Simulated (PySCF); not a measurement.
A structure optimised at PBE-D3(BJ)/def2-SVP, used in a PySCF frequency run:

```xyz
11

C     -2.0776    -0.7102     0.0013
Ge    -0.2278    -0.0750    -0.0094
S      1.0200    -1.7907    -0.7738
S     -0.1637     1.7873    -1.2652
S      0.5686     0.5541     2.0037
H     -2.7271     0.0745     0.4329
H     -2.3993    -0.9328    -1.0346
H     -2.1490    -1.6281     0.6152
H      2.1882    -1.0987    -0.6651
H      1.0655     2.1451    -0.7990
H      0.9780    -0.7106     2.3065
```

Problem. Write its SMILES and formula.

Solution. [CH3][Ge]([SH])([SH])[SH], CH6GeS3

Problem. What are its rotational constants (standard atomic weights)?

Solution. 1.5676, 1.4320, 1.1172 GHz
